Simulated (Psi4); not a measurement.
Psi4 input (wB97X-D/6-31G*):

```
memory 1500 MB

molecule {
-1 1
N     0.53327400    1.53199500   -1.18050400
Si    0.09941500    0.13073900   -0.47653400
N     1.45401600   -0.99162700   -0.54197700
N    -1.39254100   -0.67725300   -0.94599700
Cl   -0.36231000    0.08124200    1.72455300
H    -0.20489400    2.21120600   -1.32460800
H     1.56848900   -1.55183500    0.29232900
H     2.31131000   -0.47649600   -0.70288100
H    -1.69755200   -1.42057800   -0.33142400
H    -1.37313800   -1.01554700   -1.89999200
symmetry c1
no_reorient
no_com
}

set {
  basis 6-31G*
  reference rks
  scf_type pk
  dft_radial_points 99
  dft_spherical_points 590
  e_convergence 1e-8
  d_convergence 1e-7
  maxiter 150
}

e = energy('wb97x-d')
print_out(f'\nFINAL {e:.10f} DIPOLE {variable("CURRENT DIPOLE")[0]:.6f} {variable("CURRENT DIPOLE")[1]:.6f} {variable("CURRENT DIPOLE")[2]:.6f}\n')
```

From the output:

```
      22A     -0.274978    23A     -0.256595    24A     -0.208638
      25A     -0.200617    26A     -0.174630    27A     -0.154878
      28A     -0.115185    29A     -0.086576

    Virtual:

      30A      0.302141    31A      0.342609    32A      0.347539
      33A      0.367396    34A      0.390469    35A      0.407042
      36A      0.427397    37A      0.451444    38A      0.459192
      39A      0.527915    40A      0.576159    41A      0.637029
      42A      0.678161    43A      0.691487    44A      0.733454
      45A      0.760397    46A      0.830079    47A      0.864727
      48A      0.889656    49A      0.916621    50A      0.933608
      51A      0.988507    52A      1.049515    53A      1.113162
      54A      1.133574    55A      1.140052    56A      1.147936
      57A      1.163745    58A      1.175048    59A      1.177127
      60A      1.205343    61A      1.214002    62A      1.226280
      63A      1.240619    64A      1.253548    65A      1.264031
      66A      1.280610    67A      1.295294    68A      1.301080
      69A      1.412460    70A      1.469259    71A      1.503372
      72A      1.546873    73A      1.619698    74A      1.962540
      75A      1.996600    76A      2.058052    77A      2.080731
      78A      2.136904    79A      2.243095    80A      2.275045
      81A      2.342027    82A      2.409485    83A      2.574798
      84A      2.653736    85A      2.664558    86A      2.707930
      87A      2.728821    88A      2.835622    89A      3.297906
      90A      3.985984    91A      4.022668    92A      4.068743
      93A      4.572972

    Final Occupation by Irrep:
              A
    DOCC [    29 ]
    NA   [    29 ]
    NB   [    29 ]

  @RKS Final Energy:  -916.99355155904971

   => Energetics <=

    Nuclear Repulsion Energy =            294.7262682495552326
    One-Electron Energy =               -1862.7389787584620535
    Two-Electron Energy =                 702.6776280393237357
    DFT Exchange-Correlation Energy =     -51.6550822530395237
    Empirical Dispersion Energy =          -0.0033868364271186
    VV10 Nonlocal Energy =                  0.0000000000000000
    Total Energy =                       -916.9935515590497062

Computation Completed

Properties will be evaluated at   0.000000,   0.000000,   0.000000 [a0]

Properties computed using the SCF density matrix

 Multipole Moments:

 ------------------------------------------------------------------------------------
     Multipole            Electronic (a.u.)      Nuclear  (a.u.)        Total (a.u.)
 ------------------------------------------------------------------------------------

 L = 1.  Multiply by 2.5417464519 to convert [e a0] to [Debye]
 Dipole X            :         -0.2805601           -0.0000038           -0.2805639
 Dipole Y            :         -1.4159462            0.0000283           -1.4159179
 Dipole Z            :          0.1945044            0.0000057            0.1945101
 Magnitude           :                                                    1.4564936

 ------------------------------------------------------------------------------------

FINAL -916.9935515590 DIPOLE -0.280564 -1.415918 0.194510

*** Psi4 exiting successfully. Buy a developer a beer!
```

The dipole moment of an ion depends on the origin.

The geometry given is a B3LYP-D3(BJ)/def2-TZVP minimum.
